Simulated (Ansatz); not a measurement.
```yaml
crystal:
  periodic: [false, false, false]
  atoms:
    - {symbol: Ag, position_ang: [0.168718, -0.100744, 0.009819]}
    - {symbol: Ag, position_ang: [2.392901, 0.100199, -1.498420]}
    - {symbol: Ag, position_ang: [2.288022, -0.084896, 1.460445]}
    - {symbol: Ag, position_ang: [-2.580631, -0.011546, -1.317990]}
    - {symbol: Ag, position_ang: [-2.276332, -0.144475, 1.668831]}
    - {symbol: Ag, position_ang: [-1.507755, 2.094768, 0.142221]}
    - {symbol: Ag, position_ang: [1.579716, 2.340083, 0.189797]}
    - {symbol: Ag, position_ang: [-1.249465, -2.242460, -0.180684]}
    - {symbol: Ag, position_ang: [1.554989, -2.453300, -0.097646]}
    - {symbol: Ag, position_ang: [0.022512, -1.575726, 2.180967]}
    - {symbol: Ag, position_ang: [0.336846, 1.677368, 2.370022]}
    - {symbol: Ag, position_ang: [0.005754, -1.801196, -2.256766]}
    - {symbol: Ag, position_ang: [0.261153, 1.238043, -2.285248]}
    - {symbol: Cl, position_ang: [3.830778, -0.210672, -2.968503]}
    - {symbol: Cl, position_ang: [4.243853, -0.240706, 3.139079]}
    - {symbol: Cl, position_ang: [-4.201397, -0.297755, -3.112274]}
    - {symbol: Cl, position_ang: [-4.139473, -0.198476, 3.136761]}
basis:
  gaussian: {orbitals: def2-mTZVP, fitting: {mean_field: def2-universal-jkfit}}
total_charge: -1
hamiltonian: {xc: {name: PBE0-DH}}
scf: {omitted_lower_state_checks: [starts]}
output: {forces: true}
```

```sh
$ ansatz run in.yaml --threads 2 --pin off --events-out ev --progress --plain --max-ram 20480MiB --backend cuda --devices 0, --max-vram 18GiB
```

Output, abridged:

```
Functional definition: PBE0-DH
3827 factors; integrals over basis functions are off by at most 1.4e0 eV
mean field evaluation 1: about -102032.9907 eV, gradient 6.7e1 eV
mean field evaluation 2: about -102032.9925 eV, gradient 6.7e1 eV
mean field evaluation 4: about -102041.0615 eV, gradient 7.4e0 eV
mean field evaluation 8: about -102041.1825 eV, gradient 2.5e-1 eV
mean field evaluation 16: about -102041.1846 eV, gradient 7.4e-3 eV
mean field evaluation 32: about -102041.1846 eV, gradient 5.9e-6 eV
mean field -102041.18464116 eV, -3749.9443695634 hartree, gradient 5.9e-6 eV, S^2 0.000000; 0 other end points of the search recorded, 0 dependent functions left out; unrestricted orbitals would lower it
20 core orbitals not correlated: weight in the atoms' cores, before any rotation towards them, 1.000 or more for the frozen orbitals, at most 0.000 for the correlated occupied ones
reference -102041.18468128 eV, -3749.9443710379 hartree; 138, 138 occupied and 359, 359 virtual orbitals, 3827 factors
second order -127.10279431 eV of doubles, -0.00000000 eV of singles
Total energy: -102057.07253057 eV, -3750.5282387301 hartree
Atom 0 at     0.168718    -0.100744     0.009819 Å, force    -1.176604     1.297308    -0.237511 eV/Å
Atom 1 at     2.392901     0.100199    -1.498420 Å, force    -1.922173     0.078076     3.471378 eV/Å
Atom 2 at     2.288022    -0.084896     1.460445 Å, force     2.125448    -0.279298     1.326579 eV/Å
Atom 3 at    -2.580631    -0.011546    -1.317990 Å, force     0.052296    -0.066666    -0.507271 eV/Å
Atom 4 at    -2.276332    -0.144475     1.668831 Å, force    -0.165716     0.045637    -0.106983 eV/Å
Atom 5 at    -1.507755     2.094768     0.142221 Å, force     0.624301     0.073975     0.187438 eV/Å
Atom 6 at     1.579716     2.340083     0.189797 Å, force    -0.072132     0.217286    -0.543340 eV/Å
Atom 7 at    -1.249465    -2.242460    -0.180684 Å, force    -1.569543    -1.259802     1.122152 eV/Å
Atom 8 at     1.554989    -2.453300    -0.097646 Å, force     0.213082    -0.175420    -0.086892 eV/Å
Atom 9 at     0.022512    -1.575726     2.180967 Å, force     0.216134    -0.304891     1.012462 eV/Å
Atom 10 at     0.336846     1.677368     2.370022 Å, force    -0.761747     0.164261     0.581087 eV/Å
Atom 11 at     0.005754    -1.801196    -2.256766 Å, force     0.747128     0.112334    -1.861570 eV/Å
Atom 12 at     0.261153     1.238043    -2.285248 Å, force    -1.360673     0.715178    -0.501351 eV/Å
Atom 13 at     3.830778    -0.210672    -2.968503 Å, force     3.483824    -0.751520    -3.544965 eV/Å
Atom 14 at     4.243853    -0.240706     3.139079 Å, force    -0.853366     0.052717    -0.686891 eV/Å
Atom 15 at    -4.201397    -0.297755    -3.112274 Å, force     0.347193     0.067578     0.354940 eV/Å
Atom 16 at    -4.139473    -0.198476     3.136761 Å, force     0.072548     0.013247     0.020738 eV/Å
Dipole moment:     0.387912     0.288913    -0.431876 e Å
Checks for a lower state left out: starts
```

It took 64 s on 2 threads of AMD EPYC 7R13 on a shared host and a share (18 GiB) of an NVIDIA H100 80GB HBM3, peak host memory 8.5 GiB.

In the def2 sets Ag takes a core potential; there is no spin–orbit coupling. Correlated methods freeze 20 core orbitals; core or outer-core shells of Ag are correlated, in sets that lack core-valence functions. The highest occupied level of an anion often lies above zero with these methods, and sets without diffuse functions describe the outer electron poorly. The restricted singlet is unstable: a solution with broken spin symmetry lies lower.

The dipole of an ion depends on the origin.
